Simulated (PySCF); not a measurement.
Pm⁵⁵⁺: ionisation energy

Pm⁵⁵⁺ [He] 2s2 2p2 [2p1/2^2, M_J = 0] → Pm⁵⁶⁺ [He] 2s2 2p1 [2p1/2^1, M_J = 1/2], as a difference of total energies. All numbers are calculated (PySCF 2.14, the two-component X2C-1e Hamiltonian, in an uncontracted even-tempered set (17 s from 36 bohr⁻², ratio 2.4; 13 p from 46 bohr⁻², ratio 2.4; 5 d from 150 bohr⁻², ratio 2.6; 4 f from 230 bohr⁻², ratio 2.6)). Correlated levels: nothing frozen; the 32 highest virtual spinors dropped. "Screened" scales the spin-orbit matrix elements by Boettger's factors to mimic the two-electron term; Breit and QED terms are absent.

```csv
method,ionisation energy (eV)
GHF (spin-free),11440.7
GMP2 (spin-free),11440.6
GHF (screened spin-orbit),11833.8
GMP2 (screened spin-orbit),11836.1
```

How much does correlation contribute at GMP2 (screened spin-orbit)?

11836.1 − (11833.8) = 2.3 eV, measured against GHF (screened spin-orbit).

For this ion Breit and QED terms and the two-electron picture change, all absent here, outweigh the correlation shift from GHF to GMP2.

The spin-free rows relax to the high-spin LS determinant and lack the spin-orbit shift.

The labels give the starting determinants; with spin-orbit coupling the two ends relaxed to ⟨J²⟩ = 0.00, ⟨L²⟩ = 1.33, ⟨S²⟩ = 1.33 and ⟨J²⟩ = 0.75, ⟨L²⟩ = 2.00, ⟨S²⟩ = 0.75.

For comparison: 11819 ± 5 eV (theoretical estimate listed by NIST; NIST Atomic Spectra Database, ionization energies).
